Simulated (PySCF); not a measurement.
# Radial density of Ca²⁺ (calcium, charge +2)

LDA, [Ar], closed-shell 1S. Calculation: PySCF 2.14, in aug-cc-pVDZ-X2C (6s5p3d, 36 functions); the spin-free X2C one-electron Hamiltonian (Gaussian nucleus).

```
r (bohr)  4πr²ρ (e/bohr)
 0.00161          0.2013
 0.00271          0.5214
 0.00455           1.316
 0.00766           3.172
  0.0129           7.055
  0.0217           13.73
  0.0364           21.28
  0.0613           23.12
   0.103           17.74
   0.173           20.18
   0.292           23.79
   0.491           9.544
   0.825           6.923
    1.39           5.552
    2.33          0.6818
    3.93        0.005416
    6.61       1.118e-05
```

Densities and radii are taken from the X2C orbitals without a picture-change correction, which distorts them close to the nucleus.
